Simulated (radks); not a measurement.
Problem. These are the eigenvalues of the occupied orbitals of an atom or ion with whole-number occupations (hartree). All-electron calculation, non-relativistic Kohn-Sham, PBE, spin-unpolarised, spherical densities, point nucleus. Program: a radial shooting solver on a logarithmic mesh with Libxc functionals.

orbital  eigenvalue
1s        -930.4576

Which element is it, and in what charge state? The configuration may be excited.

Solution. Z = 44, ruthenium, charge +42: Ru42+ in [He]. The 1s level, -930.46 hartree, gives Z - s = 43.1 by -(Z - s)^2/2, which with screening narrows Z to a few neighbours, and the depths must fix Z and the occupations together.
